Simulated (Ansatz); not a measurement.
Consider the formal exchange of groups at the Si–Al bond: `[NH2][AlH][SiH](F)[SiH3]` + CH₄ → `C[SiH](F)[SiH3]` + `[NH2][AlH2]`.

Gas-phase electronic energies from Ansatz, PBE0-D4/def2-TZVP geometries. CBS: MP2 limit from def2 TZ/QZ plus the TZ coupled-cluster correction, frozen cores. This one scheme is used for every species. DFT in def2-TZVPP. B3LYP here is the variant with VWN-RPA as its local correlation; programs differ in this. Each species was taken in one conformer, which may not be the lowest.

`[NH2][AlH][SiH](F)[SiH3]`:

```xyz
12

N     1.958    1.488   -1.499
Al    0.282    1.376   -0.958
Si   -0.113    0.060    1.085
F     1.312   -0.421    1.693
Si   -1.467   -1.827    0.741
H     2.275    1.979   -2.320
H     2.739    1.074   -1.016
H    -0.852    2.082   -1.813
H    -0.783    0.867    2.151
H    -1.672   -2.619    1.983
H    -2.791   -1.344    0.254
H    -0.886   -2.716   -0.302
```

CH₄:

Cartesian coordinates in Å:
```
C 0.000 0.000 0.000
H -0.091 -0.816 -0.716
H -0.872 0.008 0.654
H 0.062 0.948 -0.535
H 0.901 -0.140 0.597
```

`C[SiH](F)[SiH3]`:

```xyz
11

C     0.254   -1.297    1.122
Si    0.762    0.260    0.241
F     2.106   -0.036   -0.596
Si   -0.884    1.026   -1.245
H     0.022   -2.096    0.415
H    -0.636   -1.111    1.730
H     1.051   -1.643    1.784
H     1.097    1.321    1.231
H    -1.209   -0.019   -2.254
H    -0.441    2.257   -1.952
H    -2.121    1.338   -0.477
```

`[NH2][AlH2]`:

```xyz
6

N    -0.679    0.647    0.013
Al    0.600   -0.571   -0.012
H    -1.641    0.466    0.250
H    -0.552    1.621   -0.208
H     0.213   -2.059    0.366
H     2.059   -0.104   -0.410
```

```csv
level,ΔE (kJ/mol)
r2SCAN-D4,5.4
PBE0-D4,10.8
B3LYP-D4,5.1
PBE,15.1
PBE0,9.8
B3LYP,4.0
MP2/def2-TZVPP,-5.0
CCSD/CBS(def2),-0.3
```

Q: What does CCSD(T)/CBS give? (An estimate is asked.)

A: Ansatz gave: +1.4 kJ/mol. The listed levels differ from it by 4.0, 9.4, 3.7, 13.7, 8.4, 2.6, -6.4, -1.7 kJ/mol.

Largest T1 diagnostic among the species: 0.013.

From PBE to PBE0 (25 % exact exchange), in def2-TZVPP and without D4, ΔE moves by −5.3 kJ/mol.
